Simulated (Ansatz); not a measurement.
Consider the ligand exchange at the Si–C bond: `[SiH3][CH]1[S][GeH2]1` + `[OH][GeH2][O][SiH3]` → `[SiH3][O][GeH2][O][SiH3]` + `[CH2]1[S][GeH2]1`.

Gas-phase electronic energies from Ansatz, PBE0-D4/def2-TZVP geometries. CCSD(T)/CBS adds triple-zeta CCSD(T) − MP2 to the extrapolated MP2 energy (def2 sets, frozen cores). Functionals use def2-TZVPP. For Ge outer-core shells are correlated without core-valence functions, which leaves a few kJ/mol of doubt a bond. Scalar relativity is left out up to krypton. Each species was taken in one conformer, which may not be the lowest.

`[SiH3][CH]1[S][GeH2]1`:

Cartesian coordinates in Å:
```
Si 0.619 -1.288 -0.614
C -0.227 0.367 -0.585
S 0.917 1.795 -0.229
Ge -0.704 1.181 1.104
H -0.385 -2.372 -0.802
H 1.612 -1.357 -1.719
H 1.319 -1.486 0.682
H -0.918 0.584 -1.398
H -1.924 2.095 1.162
H -0.308 0.480 2.399
```

`[OH][GeH2][O][SiH3]`:

Cartesian coordinates in Å:
```
O 1.648 -1.077 0.921
Ge 1.142 -0.545 -0.691
O -0.573 -0.113 -0.641
Si -1.460 0.917 0.273
H 1.248 -1.908 1.188
H 1.236 -1.681 -1.718
H 1.987 0.698 -0.976
H -1.869 0.275 1.551
H -2.675 1.286 -0.496
H -0.684 2.149 0.589
```

`[SiH3][O][GeH2][O][SiH3]`:

Z-matrix (Å, degrees):
```
Si
O 1 1.639
H 1 1.490 2 110.6
H 1 1.484 2 108.1 3 119.8
H 1 1.486 2 110.7 3 -120.4
Ge 2 1.764 1 134.6 3 36.1
O 6 1.764 2 107.8 1 59.7
H 6 1.531 2 110.0 1 -55.6
H 6 1.531 2 106.1 1 177.5
Si 7 1.639 6 134.6 2 59.6
H 10 1.486 7 110.7 6 -84.3
H 10 1.484 7 108.1 6 155.8
H 10 1.490 7 110.6 6 36.1
```

`[CH2]1[S][GeH2]1`:

Cartesian coordinates in Å:
```
C -0.702 -0.023 0.687
S 0.797 0.937 1.181
Ge 0.579 -0.067 -0.752
H -0.859 -0.928 1.265
H -1.594 0.581 0.564
H 0.366 0.824 -1.972
H 1.414 -1.325 -0.973
```

CCSD(T)/CBS gives -87.0 kJ/mol.

Another level gave -113.1 kJ/mol. Which?
A. PBE/def2-TZVPP
B. HF/def2-TZVPP
C. SCS-MP2/def2-TZVPP
D. MP2/def2-TZVPP

B. HF/def2-TZVPP -113.1, SCS-MP2/def2-TZVPP -92.4, MP2/def2-TZVPP -86.6, PBE -77.2 kJ/mol.

Largest T1 diagnostic among the species: 0.012.

In def2-TZVPP, CCSD(T) changes the Hartree–Fock value by +24.0 kJ/mol (the triples alone add +4.0 kJ/mol) and MP2 by +26.6 kJ/mol. From PBE to PBE0 (25 % exact exchange), in def2-TZVPP and without D4, ΔE moves by −5.5 kJ/mol.
